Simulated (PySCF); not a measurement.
## Electron correlation in I³⁺ (iodine, charge +3)

[Kr] 4d10 5s2 5p2, high-spin 3P determinant. All numbers are calculated (PySCF 2.14, scalar relativity through the core potential, in aug-cc-pVQZ-PP with ECP28MDF (7s7p5d3f2g, 92 functions)). Frozen: 4s2 4p6 4d10; 4 electrons correlated.

MP2 pair energies summed by pair of shells (mhartree):

| pair | energy | share (%) |
| --- | --- | --- |
| 5s-5p | -34.46 | 63.6 |
| 5s-5s | -14.61 | 26.9 |
| 5p-5p | -5.13 | 9.5 |

Total MP2 correlation energy: -54.20 mhartree.

Same-spin part -8.55 and opposite-spin part -45.65 mhartree; SCS-MP2 scales them by 1/3 and 6/5 to -57.63 mhartree.
